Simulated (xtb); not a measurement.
xtb input (GFN2-xTB):

```bash
xtb mol.xyz --gfn 2 --sp --chrg 0 --uhf 0
```
mol.xyz:
```
13

Si    -0.02445669     0.08713743     0.02825071
Cl    -0.26912036     1.68735511    -1.21705003
Cl    -0.37966020     0.62420314     1.96647715
O      1.51280443    -0.38428037    -0.16442646
C      2.15555706    -1.40431567     0.59778308
O     -1.10400197    -1.07225325    -0.30779430
C     -1.29474035    -1.66271203    -1.59213991
H      2.23416241    -1.10867236     1.64567735
H      1.60829979    -2.34751143     0.53191624
H      3.15408802    -1.53944199     0.18643900
H     -1.66414854    -0.92224584    -2.30411854
H     -2.03308619    -2.45460649    -1.48134396
H     -0.36297213    -2.08950099    -1.97043392
```

End of the output:

```
         :::::::::::::::::::::::::::::::::::::::::::::::::::::
         ::                     SUMMARY                     ::
         :::::::::::::::::::::::::::::::::::::::::::::::::::::
         :: total energy             -26.464434618949 Eh    ::
         :: gradient norm              0.028582862888 Eh/a0 ::
         :: HOMO-LUMO gap              7.096364635538 eV    ::
         ::.................................................::
         :: SCC energy               -26.617361610599 Eh    ::
         :: -> isotropic ES            0.065090671106 Eh    ::
         :: -> anisotropic ES         -0.001096233943 Eh    ::
         :: -> anisotropic XC          0.000562521724 Eh    ::
         :: -> dispersion             -0.010659081402 Eh    ::
         :: repulsion energy           0.152926991650 Eh    ::
         :: add. restraining           0.000000000000 Eh    ::
         :: total charge              -0.000000000000 e     ::
         :::::::::::::::::::::::::::::::::::::::::::::::::::::

           -------------------------------------------------
          |                Property Printout                |
           -------------------------------------------------

    * Orbital Energies and Occupations

         #    Occupation            Energy/Eh            Energy/eV
      -------------------------------------------------------------
         1        2.0000           -1.0646518             -28.9707
       ...           ...                  ...                  ...
        10        2.0000           -0.5618694             -15.2892
        11        2.0000           -0.5541424             -15.0790
        12        2.0000           -0.5495017             -14.9527
        13        2.0000           -0.5166304             -14.0582
        14        2.0000           -0.4820424             -13.1170
        15        2.0000           -0.4819915             -13.1157
        16        2.0000           -0.4594159             -12.5013
        17        2.0000           -0.4566889             -12.4271
        18        2.0000           -0.4521325             -12.3032
        19        2.0000           -0.4446404             -12.0993
        20        2.0000           -0.4395630             -11.9611
        21        2.0000           -0.4385459             -11.9334
        22        2.0000           -0.4349618             -11.8359 (HOMO)
        23                         -0.1741752              -4.7395 (LUMO)
        24                         -0.1521017              -4.1389
        25                         -0.1259597              -3.4275
        26                         -0.0835113              -2.2725
        27                         -0.0159925              -0.4352
        28                          0.0116223               0.3163
        29                          0.0138655               0.3773
        30                          0.0165913               0.4515
        31                          0.0168095               0.4574
        32                          0.0169494               0.4612
        33                          0.0209202               0.5693
       ...                                ...                  ...
        49                          0.7943151              21.6144
      -------------------------------------------------------------
                  HL-Gap            0.2607866 Eh            7.0964 eV
             Fermi-level           -0.3045685 Eh           -8.2877 eV

     #   Z          covCN         q      C6AA      α(0)
     1  14 Si       3.289     0.664   117.036    22.044
     2  17 Cl       0.805    -0.208   105.595    15.720
     3  17 Cl       0.805    -0.208   105.595    15.720
     4   8 O        1.618    -0.330    19.566     5.970
     5   6 C        3.693     0.029    20.265     6.441
     6   8 O        1.618    -0.330    19.566     5.970
     7   6 C        3.693     0.029    20.265     6.441
     8   1 H        0.924     0.058     2.228     2.334
     9   1 H        0.924     0.049     2.332     2.388
    10   1 H        0.925     0.071     2.072     2.251
    11   1 H        0.924     0.058     2.228     2.334
    12   1 H        0.925     0.071     2.072     2.251
    13   1 H        0.924     0.049     2.332     2.388

 Mol. C6AA /au·bohr⁶  :       3322.745726
 Mol. C8AA /au·bohr⁸  :     115591.720595
 Mol. α(0) /au        :         92.252728

Wiberg/Mayer (AO) data.
largest (>0.10) Wiberg bond orders for each atom

 ---------------------------------------------------------------------------
     #   Z sym  total        # sym  WBO       # sym  WBO       # sym  WBO
 ---------------------------------------------------------------------------
     1  14 Si   4.405 --     4 O    1.152     6 O    1.152     3 Cl   1.045
                             2 Cl   1.045
     2  17 Cl   1.222 --     1 Si   1.045
     3  17 Cl   1.222 --     1 Si   1.045
     4   8 O    2.299 --     1 Si   1.152     5 C    0.963
     5   6 C    3.924 --     9 H    0.987     8 H    0.984    10 H    0.981
                             4 O    0.963
     6   8 O    2.299 --     1 Si   1.152     7 C    0.963
     7   6 C    3.924 --    13 H    0.987    11 H    0.984    12 H    0.981
                             6 O    0.963
     8   1 H    0.997 --     5 C    0.984
     9   1 H    0.998 --     5 C    0.987
    10   1 H    0.995 --     5 C    0.981
    11   1 H    0.997 --     7 C    0.984
    12   1 H    0.995 --     7 C    0.981
    13   1 H    0.998 --     7 C    0.987
 ---------------------------------------------------------------------------

Topologies differ in total number of bonds
Writing topology from bond orders to xtbtopo.mol

molecular dipole:
                 x           y           z       tot (Debye)
 q only:        0.344      -1.225      -0.397
   full:        0.409      -1.458      -0.473       4.031
molecular quadrupole (traceless):
                xx          xy          yy          xz          yz          zz
 q only:        2.009      -1.469       0.296       4.919       2.634      -2.305
Note: The following floating-point exceptions are signalling: IEEE_UNDERFLOW_FLAG IEEE_DENORMAL
normal termination of xtb
  q+dip:        3.455      -0.792       0.649       3.837       3.006      -4.103
   full:        2.744      -1.445       0.778       4.899       3.241      -3.522

           -------------------------------------------------
          | TOTAL ENERGY              -26.464434618949 Eh   |
          | GRADIENT NORM               0.028582862888 Eh/α |
          | HOMO-LUMO GAP               7.096364635538 eV   |
           -------------------------------------------------

------------------------------------------------------------------------
------------------------------------------------------------------------
 total:
 SCF:
```
